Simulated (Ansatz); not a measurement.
Ansatz (a quantum-chemistry and plane-wave program) input (wB97X-V/def2-TZVPD):

Ansatz 0.2 input:
```yaml
crystal:
  periodic: [false, false, false]
  atoms:
    - {symbol: C, position_ang: [-3.53363597, -1.11263918, -0.29867187]}
    - {symbol: C, position_ang: [-2.03697299, -1.19825411, -0.49506777]}
    - {symbol: O, position_ang: [-1.44299253, -0.03813007, 0.11938063]}
    - {symbol: Ge, position_ang: [0.29196579, 0.18966291, 0.08134657]}
    - {symbol: Cl, position_ang: [0.99971420, 0.29345763, -1.94194027]}
    - {symbol: Cl, position_ang: [0.69373811, 2.01358711, 1.09954165]}
    - {symbol: Cl, position_ang: [1.29319278, -1.44204421, 1.05111311]}
    - {symbol: H, position_ang: [-4.01823298, -1.97894984, -0.75347996]}
    - {symbol: H, position_ang: [-3.78037125, -1.09401903, 0.76321237]}
    - {symbol: H, position_ang: [-3.93000399, -0.20915756, -0.76282324]}
    - {symbol: H, position_ang: [-1.63492723, -2.10381778, -0.03142856]}
    - {symbol: H, position_ang: [-1.78474238, -1.21787764, -1.55932446]}
basis:
  gaussian:
    orbitals: def2-TZVPD
hamiltonian:
  xc: {name: wB97X-V}
total_charge: 1
magnetization: {spin_polarized: true, initial_magnetization: 1}
```

Output:

```
Functional definition: wB97X-V
integrals: 0.85 GiB planned
2068 factors; their error is unknown
integrals: 0.89 GiB planned
557 factors; integrals over basis functions are off by at most 3.9e-5 eV
0.59 GiB of the device are held for the grids
5.05 GiB of device memory are held for the factors and their scratch space
mean field: 4.56 GiB planned
mean field evaluation 1: about -98262.5917 eV, gradient 5.0e1 eV
mean field evaluation 2: about -98243.5595 eV, gradient 8.5e1 eV
mean field evaluation 4: about -98271.9238 eV, gradient 5.2e0 eV
mean field evaluation 8: about -98272.1291 eV, gradient 1.2e0 eV
mean field evaluation 16: about -98272.9720 eV, gradient 3.1e-2 eV
mean field evaluation 32: about -98272.8879 eV, gradient 1.6e0 eV
mean field -98273.16928836 eV, -3611.4723594005 hartree, gradient 2.6e-6 eV, S^2 0.755265; 3 other end points of the search recorded, 0 dependent functions left out
reference -98273.16928429 eV, -3611.4723592510 hartree; 54, 53 occupied and 297, 298 virtual orbitals, 2068 factors
Total energy: -98273.16928429 eV, -3611.4723592510 hartree
```

This state (charge 1, doublet) is run at the relaxed geometry of the species with charge 0 and multiplicity 1.
